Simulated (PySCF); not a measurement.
**Excitation energy of Pt⁺ by level of theory**

Pt⁺ [Xe] 4f14 5d9 (2D) → Pt⁺ [Xe] 4f14 5d8 6p1 (high-spin determinant), as a difference of total energies. Calculation: PySCF 2.14, in aug-cc-pVTZ-PP with ECP60MDF (6s6p5d3f2g, 88 functions); a scalar-relativistic core potential. Correlated levels: valence: 5s2 5p6 frozen. The calculations carry no spin-orbit coupling.

```tsv
method	excitation energy (eV)
UHF	6.526
LDA	7.702
PBE	7.469
PBE0	7.426
B97-3	7.685
LC-wPBE	7.523
BP86	7.474
wB97M-V	7.628
MP2 (valence)	7.631
SCS-MP2 (valence)	7.704
```

How much does correlation contribute at MP2 (valence)?

7.631 − (6.526) = 1.105 eV, measured against UHF.

The determinant of the upper state mixes LS terms, which raises its energy above the lowest term, most at the Hartree-Fock and MP2 levels.
